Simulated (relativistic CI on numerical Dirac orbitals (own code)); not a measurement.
## Hyperfine structure of Yb⁴⁵⁺, mass number 171

Calculated at this level of theory: Dirac-Coulomb-Breit CI, orbitals from a KLI potential per configuration, model QED, unscaled Slater integrals (own radial code, finite nucleus).

Configuration list (outside the closed core [Ne]): 3s²3p⁶3d⁷, 3s²3p⁵3d⁸, 3s²3p⁴3d⁹, 3s3p⁶3d⁸, 3p⁶3d⁹, 3s3p⁵3d⁹, 3s²3p⁶3d⁶4s, 3s²3p⁶3d⁶4p, 3s²3p⁴3d⁸4s, 3s²3p⁶3d⁶4d, 3s²3p⁴3d⁸4p, 3s²3p⁵3d⁷4s, 3s²3p⁶3d⁶4f, 3s²3p⁵3d⁷4p, 3s²3p⁶3d⁵4s², 3s3p⁶3d⁷4s. Levels of other configurations are missing.

Nuclear spin I = 1/2, μ = 0.4923 μN (tables of Stone and Pyykkö). The electronic factors are computed for point nuclear moments, without core polarisation or the Bohr-Weisskopf and QED corrections.

```csv
Level,E (eV),A (MHz)
3s²3p⁶3d⁷ ⁴F9/2,0.0000,31860
3s²3p⁶3d⁷ ²D5/2,17.7748,32350
3s²3p⁶3d⁷ ⁴F7/2,49.3724,35650
3s²3p⁶3d⁷ ⁴P5/2,60.5250,13550
3s²3p⁶3d⁷ ⁴P1/2,61.9293,-15500
3s²3p⁶3d⁷ ²H11/2,64.2444,45110
3s²3p⁶3d⁷ ²F5/2,74.9990,49780
3s²3p⁶3d⁷ ²D3/2,91.2085,73350
```

Levels with J = 0, under 50 % of one LS term, or S terms without an open s electron are left out. Small factors come from cancelling terms and can be off by tens of per cent or more.

At this charge energies of transitions that change n are usually good to better than 1 %, and those within a shell (Δn = 0) to a few per cent.

(1) Give the hyperfine levels of 3s²3p⁶3d⁷ ⁴F9/2 relative to its centre of gravity.

Answers

(1) With K = F(F + 1) − I(I + 1) − J(J + 1), E = AK/2: F = 4: -87620, F = 5: 71690 MHz.

LS names give the leading component of a level, which can be under half, so a name can repeat, a term be missing and a line seem to break the LS rules.
